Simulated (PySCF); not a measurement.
Si(H)3(NHMe), SMILES CN[SiH3] (CH7NSi), PBE0/def2-SVP optimised geometry.

```
10

Si    -0.02    -0.02     0.00
N     -0.58    -0.97    -1.33
C     -0.17    -0.79    -2.70
H     -0.54    -0.65     1.25
H      1.48    -0.02     0.00
H     -0.44     1.43     0.00
H     -1.48    -1.43    -1.22
H     -0.77    -0.04    -3.26
H     -0.22    -1.73    -3.26
H      0.88    -0.45    -2.74
```

Density from PySCF with PBE0/def2-TZVP at that geometry.

Minimum of the electron density along straight lines between bonded atoms, close to the bond critical point (lines longer than 1.1 times the sum of covalent radii, or with two minima, are not listed):

```
bond    length / Å  ρ at the minimum / e bohr⁻³  ∇²ρ there / e bohr⁻⁵  position (fraction from the first atom)
------  ----------  ---------------------------  --------------------  ---------------------------------------
Si1–N2       1.730                        0.131                  0.56                                     0.40
N2–C3        1.443                        0.271                 -0.72                                     0.60
Si1–H4       1.494                        0.119                  0.15                                     0.49
Si1–H5       1.496                        0.119                  0.14                                     0.49
Si1–H6       1.505                        0.118                  0.14                                     0.49
N2–H7        1.014                        0.334                 -1.61                                     0.74
C3–H8        1.108                        0.272                 -0.91                                     0.64
C3–H9        1.103                        0.275                 -0.94                                     0.64
C3–H10       1.102                        0.275                 -0.94                                     0.64
```
